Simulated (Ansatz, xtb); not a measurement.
ClGeH6NSi: which of two isomers lies lower

Structure I is `N[Si@@H](Cl)[GeH3]`, a singlet and structure II is `N[SiH2][GeH2][Cl]`, a singlet. Both are isolated molecules in the gas phase, relaxed with PBE0-D3(BJ)/def2-SVP; the shapes shown needn't be the lowest conformers.

I (Å):

```xyz
10

Cl    0.2624    1.9255   -0.5018
Ge   -0.2573   -1.3776   -1.7401
N    -0.3087   -0.5275    1.5005
Si   -0.7618    0.1612   -0.0067
H    -0.6012   -0.0848    2.3657
H     0.6067   -0.9521    1.6041
H    -2.1975    0.5420    0.0892
H     1.2333   -1.7584   -1.6478
H    -1.0955   -2.6634   -1.6114
H    -0.5154   -0.7475   -3.1189
```

II (Å):

```csv
atom,x (Å),y (Å),z (Å)
Cl,-4.0431,1.0172,-0.5808
Ge,-2.6214,-0.0025,-1.9115
N,-0.7604,0.3567,0.8992
Si,-1.0878,-0.8616,-0.2874
H,-1.5668,0.8269,1.3021
H,-0.0335,1.0339,0.6929
H,-1.7505,-2.0445,0.3369
H,0.2021,-1.2673,-0.9207
H,-3.4598,-0.9827,-2.7549
H,-2.0666,1.1034,-2.8323
```

Task: Which of the two would you expect CCSD(T)/def2-SVP + ΔMP2/def2-TZVPP electronic energies to favour?

Result: Structure I; the calculation gives E(II) − E(I) = +0.395 eV.

Level by level:

| level | geometry | E(II) − E(I) (eV) | departure from the last row (eV) | job, with rough time for the two |
| --- | --- | --- | --- | --- |
| PBE0-D3(BJ)/def2-SVP | PBE0-D3(BJ)/def2-SVP | +0.391 | −0.004 | optimisation, 2.7 min |
| HF/def2-SVP | PBE0-D3(BJ)/def2-SVP | +0.340 | −0.055 | part of the CCSD(T) run |
| MP2/def2-SVP | PBE0-D3(BJ)/def2-SVP | +0.426 | +0.031 | part of the CCSD(T) run |
| CCSD(T)/def2-SVP | PBE0-D3(BJ)/def2-SVP | +0.402 | +0.007 | single point |
| CCSD(T)/def2-SVP + ΔMP2/def2-TZVPP | PBE0-D3(BJ)/def2-SVP | +0.395 |  | single point, 81 s |

As drawn, II has 1 Cl–Ge, 1 Si–H in place of 1 Cl–Si, 1 Ge–H.

None of the levels shown reverses the order. The largest departure from CCSD(T)/def2-SVP + ΔMP2/def2-TZVPP is that of HF/def2-SVP, 0.055 eV. A small imaginary or near-zero mode remains, so no thermal terms are given. Levels run at GFN2-xTB geometries aren't shown. The last row adds to CCSD(T) the change of the MP2 difference between the two basis sets, here −0.007 eV.

The correlated steps freeze 20 core orbitals; the filled d shell of Ge is correlated, in a basis made for valence electrons. Codes used: Ansatz 0.2.0, xtb 6.7.1; the last row on 2 threads of AMD EPYC (Zen 3) on a shared host.
